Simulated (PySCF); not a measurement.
# `[C@@H]1([SiH3])[Si@H](O[SiH3])[SiH2]C1`, C2H12OSi4

Geometry:
```json
{"atom": "Si1", "x (Å)": "2.755", "y (Å)": "-0.898", "z (Å)": "-0.084"}
{"atom": "O2", "x (Å)": "1.670", "y (Å)": "-0.114", "z (Å)": "-0.994"}
{"atom": "Si3", "x (Å)": "0.244", "y (Å)": "0.602", "z (Å)": "-1.319"}
{"atom": "Si4", "x (Å)": "-0.296", "y (Å)": "2.415", "z (Å)": "0.015"}
{"atom": "C5", "x (Å)": "-1.453", "y (Å)": "1.045", "z (Å)": "0.725"}
{"atom": "C6", "x (Å)": "-1.273", "y (Å)": "-0.083", "z (Å)": "-0.332"}
{"atom": "Si7", "x (Å)": "-1.199", "y (Å)": "-1.816", "z (Å)": "0.424"}
{"atom": "H8", "x (Å)": "2.572", "y (Å)": "-0.504", "z (Å)": "1.314"}
{"atom": "H9", "x (Å)": "2.534", "y (Å)": "-2.329", "z (Å)": "-0.278"}
{"atom": "H10", "x (Å)": "4.046", "y (Å)": "-0.451", "z (Å)": "-0.602"}
{"atom": "H11", "x (Å)": "0.182", "y (Å)": "0.418", "z (Å)": "-2.772"}
{"atom": "H12", "x (Å)": "-1.055", "y (Å)": "3.522", "z (Å)": "-0.585"}
{"atom": "H13", "x (Å)": "0.566", "y (Å)": "3.030", "z (Å)": "1.037"}
{"atom": "H14", "x (Å)": "-2.500", "y (Å)": "1.319", "z (Å)": "0.852"}
{"atom": "H15", "x (Å)": "-1.107", "y (Å)": "0.713", "z (Å)": "1.705"}
{"atom": "H16", "x (Å)": "-2.131", "y (Å)": "-0.058", "z (Å)": "-1.012"}
{"atom": "H17", "x (Å)": "-2.421", "y (Å)": "-2.065", "z (Å)": "1.202"}
{"atom": "H18", "x (Å)": "-0.050", "y (Å)": "-1.916", "z (Å)": "1.331"}
{"atom": "H19", "x (Å)": "-1.095", "y (Å)": "-2.823", "z (Å)": "-0.636"}
```

Method: GIAO HCTH407/pcseg-1 magnetisability, rotational g tensor and spin-rotation constants, non-relativistic, gas phase (PySCF). Geometry: GFN2-xTB.

Question: What are the magnetisability and the molar susceptibility?

Answer: Isotropic -1445 × 10⁻³⁰ J/T², or -87.0 × 10⁻⁶ cm³/mol; principal values -1498, -1445, -1391 × 10⁻³⁰ J/T², anisotropy 93 × 10⁻³⁰ J/T² (root of half the summed squared differences of the principal values). The susceptibility is in cgs units.

Question: Split it along the inertial axes a, b, c into diamagnetic and paramagnetic parts about the centre of mass, with the quadrupole moment.

Answer: 
```
axis  χ (10⁻⁶ cm³/mol)  diamagnetic (10⁻⁶ cm³/mol)  paramagnetic (10⁻⁶ cm³/mol)  summed x² of all electrons (Å²)  quadrupole Θ (D Å)
   a             -88.0                     -1103.9                       1015.8                            257.7               +3.11
   b             -88.8                     -1357.3                       1268.5                            198.0               -3.37
   c             -84.2                     -1933.4                       1849.2                             62.2               +0.26
```
Anisotropies 2χaa − χbb − χcc = -3.1 and 2χbb − χaa − χcc = -5.4 × 10⁻⁶ cm³/mol. Θ is traceless in Buckingham's convention.

Question: And the rotational g tensor?

Answer: 
```tsv
axis	rotational constant (GHz)	g	nuclear part	electronic part
a	1.2833	-0.0291	0.5833	-0.6124
b	1.0061	-0.0207	0.5789	-0.5995
c	0.6732	-0.0160	0.5689	-0.5848
```
Asymmetric top; isotopes 12C, 1H, 16O, 28Si; no vibrational averaging.
